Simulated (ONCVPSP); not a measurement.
# Pseudopotential generation for technetium (Tc): ONCV, PBE, scalar-relativistic.

* Element: technetium
* Generator: ONCVPSP 4.0.1
* Type: optimised norm-conserving Vanderbilt (ONCV)
* Functional: PBE
* Relativity: scalar-relativistic
* Frozen core: [Ar] 3d10
* Valence charge: 15
* Reference configuration: 4s2 4p6 4d5 5s2
* Partial waves: 4s+5s: rc 1.70 bohr, ncon 3, nbas 7, qcut 8.3 1/bohr, 2 projectors; 4p: rc 1.35 bohr, ncon 3, nbas 6, qcut 5.3 1/bohr, 2 projectors, debl 3.2 Ha; 4d: rc 1.60 bohr, ncon 5, nbas 8, qcut 6.3 1/bohr, 2 projectors, debl 2.2 Ha
* Local potential: polynomial inside 1.00 bohr (lpopt 5, dvloc0 0 Ha)
* Core correction: polynomial model core, fcfact 0.25

* Cutoffs needed: 22 Ha and 69 Ha (the cutoffs (Ha) at which the residual kinetic energy of the hardest occupied pseudo-wave falls to 1 and 0.1 mHa per electron)
* Ghost test: no bound ghost flagged; GHOST(+) flagged for s at 121.9 eV
* Largest excitation error: -47 meV (all-electron minus pseudo) for 4s2 4p5 4d5 5s2, out of 4 test configurations
* rms error of d²Exc/dni dnj: 2.07 mHa without and 0.91 mHa with the model core
